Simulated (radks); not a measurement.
The numbers below are computed, except where a source is named.
Task: These are the eigenvalues of the occupied orbitals of an atom or ion with whole-number occupations (hartree). Code: a radial shooting solver on a logarithmic mesh with Libxc functionals. Model: scalar-relativistic Kohn-Sham, PBE, spin-unpolarised, spherical densities, point nucleus.

1s: -1369.504
2s: -216.6410
2p: -194.2796
3s: -45.89630
3p: -38.72847
3d: -28.32143
4s: -9.17372
4p: -6.86198
4d: -3.50598
5s: -1.44576
5p: -0.89524
6s: -0.27872

Which element is it, and in what charge state? The configuration may be excited.

Result: Z = 56, barium, charge +1: Ba+ in [Xe] 6s1. The list shows which subshells hold electrons but not how many an open one holds; the 1s level, -1369.5 hartree, gives Z - s = 52.3 by -(Z - s)^2/2, which with screening and relativity narrows Z to a few neighbours, and the depths of the outer levels then fix element, charge and occupations together.
